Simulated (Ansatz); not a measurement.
`BOCO[SiH3]`. The species carries charge 0 and has multiplicity 1.

Z-matrix (Å, degrees):
```
C
O 1 1.412
O 1 1.381 2 110.5
H 1 1.096 2 106.6 3 120.7
H 1 1.094 2 110.0 3 -119.4
B 2 1.345 1 121.7 3 107.8
Si 3 1.657 1 123.5 2 58.5
H 6 1.201 2 119.9 1 2.5
H 6 1.195 2 116.9 1 -178.1
H 7 1.483 3 111.9 1 -79.4
H 7 1.481 3 105.5 1 161.2
H 7 1.488 3 109.4 1 42.0
```

Task: What are the harmonic wavenumbers in cm⁻¹ at PBE0-D4/def2-TZVP (Ansatz, finite differences of forces, unscaled)? (An estimate is asked.)

Result: Ansatz gave: 49, 71, 131, 196, 370, 413, 556, 714, 738, 776, 939, 945, 962, 971, 1035, 1045, 1152, 1208, 1220, 1298, 1382, 1460, 1526, 2217, 2243, 2260, 2557, 2666, 3031, 3093.

Task: Is this a minimum?

Result: Yes, all 30 modes are real.

Task: Give the ideal-gas thermochemistry at 298.15 K and 1 bar (rigid rotor, harmonic oscillator; point group C1, symmetry number 1).

Result: Zero-point energy 222.7 kJ/mol; H(298) − E = 243.9 kJ/mol; entropy 351.5 J/(mol·K), of which translation 165.0, rotation 110.5, vibration 76.0; G(298) − E = 139.1 kJ/mol. Modes under 100 cm⁻¹ are hindered rotations or soft bends, so the harmonic entropy is rough.

Task: And at 400, 500, 600, 800 and 1000 K?

Result: 
```csv
T (K),H − E (kJ/mol),S (J/mol/K),G − E (kJ/mol)
400,256.1,386.5,101.5
500,270.4,418.4,61.2
600,286.8,448.1,17.9
800,324.2,501.8,-77.2
1000,366.3,548.7,-182.4
```
